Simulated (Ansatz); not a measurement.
Species: AgI, charge 0, singlet. AgI (SMILES [I][Ag]).
B3LYP-D3(BJ)/def2-TZVP minimum from Ansatz (a first-principles code):
```xyz
2

Ag     0.0000     0.0000    -1.3742
I      0.0000     0.0000     1.2186
```

Property: atomisation energy (electronic, to ground-state atoms), in kJ/mol. Open shells are spin-unrestricted; no spin-orbit coupling. Correlated methods leave the cores frozen (noble-gas shells, and filled d and f shells in the p block). Past Kr the def2 sets carry scalar-relativistic core potentials. CBS(X,Y): correlation extrapolated as X^-3, Hartree-Fock from the larger set. A bracket is a step between two methods taken in the basis named. Spin-orbit terms, left out, reach several kcal/mol for Br and I, and more for heavier atoms.

CCSD(T)/CBS(def2-TZVPP,def2-QZVPP) + [CCSDT(Q) - CCSD(T)]/def2-TZVPP (Ansatz) gives 259.3 kJ/mol.

Question: What does PBE/def2-TZVPD (Ansatz) give here, and how do the other levels compare?

Answer: PBE gives 253.2 kJ/mol, 6.1 kJ/mol below it. Differences of the others: r2SCAN/def2-TZVPD (Ansatz) -3.7; B3LYP/def2-TZVPD (Ansatz) -27.8; PBE0/def2-TZVPD (Ansatz) -10.7; wB97M-V/def2-TZVPD (Ansatz) 0.1; B2PLYP/def2-TZVPD (Ansatz) -17.8; CCSD(T)/CBS(def2-TZVPP,def2-QZVPP) (Ansatz) -0.3 kJ/mol.
